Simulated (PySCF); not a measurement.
# Converging NaPb⁺ in the basis (MP2)

PySCF, UHF reference; triplet, unpaired electrons σ ↑, π ↑; De to Na⁺ + Pb without counterpoise correction. Frozen cores follow the default of each basis and core potential.

```tsv
basis	relativity	functions	Re (Å)	ωe (cm⁻¹)	De (eV)	frozen orbitals
cc-pVDZ/cc-pVDZ-PP	scalar-relativistic core potentials	41	3.473	107	n/a	5
def2-SVPD	scalar-relativistic core potentials	50	3.516	99.9	n/a	5
aug-cc-pVDZ/aug-cc-pVDZ-PP	scalar-relativistic core potentials	59	3.486	104	n/a	5
```

How does each smaller set differ from the one with most functions, aug-cc-pVDZ/aug-cc-pVDZ-PP?

cc-pVDZ/cc-pVDZ-PP: -1.3 pm, +2.9 % in ωe; def2-SVPD: +3.0 pm, -3.9 % in ωe. All at MP2; the set with most functions is neither the basis-set limit nor always the best.

Correlated steps freeze 5 core orbitals. These are scalar-relativistic numbers at best; spin–orbit coupling would shift them, the dissociation energy most. The state was picked by a PBE0 search and need not be the measured ground state.
